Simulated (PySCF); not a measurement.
# How methods differ on the interval between two levels of As³⁺

As³⁺ [Ar] 3d10 4s2 → As³⁺ [Ar] 3d9 4s2 5s1 [3D3, M_J = 3], as a difference of total energies. All numbers are calculated (PySCF 2.14, the two-component X2C-1e Hamiltonian, in x2c-TZVPall-2c with one added diffuse shell each of s, p, d type (7s8p5d1f, 63 functions)). Correlated levels: [Ne] frozen. "Screened" scales the spin-orbit matrix elements by Boettger's factors to mimic the two-electron term; Breit and QED terms are absent.

```json
{"method": "GHF (spin-free)", "interval between two levels (cm⁻¹)": "512340"}
{"method": "GMP2 (spin-free)", "interval between two levels (cm⁻¹)": "522640"}
{"method": "GHF (screened spin-orbit)", "interval between two levels (cm⁻¹)": "509980"}
{"method": "GMP2 (screened spin-orbit)", "interval between two levels (cm⁻¹)": "520280"}
```

The labels give the starting determinants; with spin-orbit coupling the two ends relaxed to ⟨J²⟩ = 0.00, ⟨L²⟩ = 0.00, ⟨S²⟩ = 0.00 and ⟨J²⟩ = 12.02, ⟨L²⟩ = 6.02, ⟨S²⟩ = 2.00.
